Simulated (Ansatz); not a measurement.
A nudged elastic band was laid between two geometries of CH7N3Si (12 atoms, charge 0, multiplicity 1).

Level of theory: Ansatz 0.2.0, RKS B3LYP-D4/def2-SVP.

```yaml
movable_images: 8
climbing_image: no
spring: 5.0 eV/Å²
optimiser: quadratic models (default)
start_path: IDPP
force_threshold: 0.05 eV/Å
iteration_limit: 60
end_points: relaxed
```

Image 0:

```xyz
12
Properties=species:S:1:pos:R:3
N -0.711 1.346 -0.222
C 0.091 0.199 0.124
N 1.193 0.491 1.005
N 0.368 -0.683 -1.043
Si -0.802 -1.440 0.023
H -0.140 2.014 -0.752
H -0.985 1.832 0.633
H 1.621 -0.367 1.350
H 1.928 0.974 0.475
H 0.125 -0.298 -1.956
H -2.254 -1.430 -0.284
H -0.356 -2.695 0.681
```

Image 9:

```xyz
12
Properties=species:S:1:pos:R:3
N -0.768 1.346 -0.022
C 0.140 0.229 0.042
N 1.420 0.550 0.624
N 0.288 -0.535 -1.203
Si -0.709 -1.458 -0.091
H -0.229 2.183 -0.263
H -1.193 1.527 0.886
H 1.369 0.619 1.640
H 2.109 -0.159 0.382
H -0.060 -0.068 -2.039
H -2.179 -1.552 -0.293
H -0.112 -2.737 0.371
```

(1) What changes between the two ends?

(2) What energy profile does the band end with?

(3) What is the geometry of the highest image?

Results:

(1) No bond is made or broken. The dihedral Si5–C2–N3–H8 goes from 18 to -80°.

(2) It converged. The highest image is number 4 of 0 to 9, 0.023 eV above the first end and 0.066 eV above the last; the last end lies 0.043 eV below the first. No image climbed, so the highest image needn't sit at the top of the path.

```tsv
image	path coordinate (Å)	energy (eV)	dihedral Si5–C2–N3–H8 (°)
0	0.00	0.000	18
1	0.23	0.004	8
2	0.45	0.012	-3
3	0.68	0.021	-14
4	0.91	0.023	-25
5	1.13	0.016	-37
6	1.36	0.000	-48
7	1.59	-0.019	-59
8	1.81	-0.036	-70
9	2.04	-0.043	-80
```

(3) 
```xyz
12
Properties=species:S:1:pos:R:3:forces:R:3
N -0.794 1.355 -0.132 0.00 0.02 -0.02
C 0.095 0.240 0.097 0.00 -0.01 0.04
N 1.278 0.527 0.882 0.02 -0.04 -0.04
N 0.366 -0.543 -1.144 0.00 0.01 0.02
Si -0.697 -1.443 -0.066 -0.02 0.00 0.01
H -0.239 2.132 -0.508 -0.01 0.00 0.00
H -1.140 1.694 0.766 0.00 -0.01 0.00
H 1.406 -0.136 1.643 -0.01 0.02 0.00
H 2.101 0.443 0.282 0.00 0.01 0.01
H -0.026 -0.111 -1.981 0.01 0.00 0.00
H -2.151 -1.541 -0.339 0.00 0.00 -0.01
H -0.120 -2.672 0.534 0.00 0.00 -0.01
```

Run time: 4.1 min on 2 threads of Arm Neoverse N1, with other jobs on the host, peak memory 0.24 GiB.
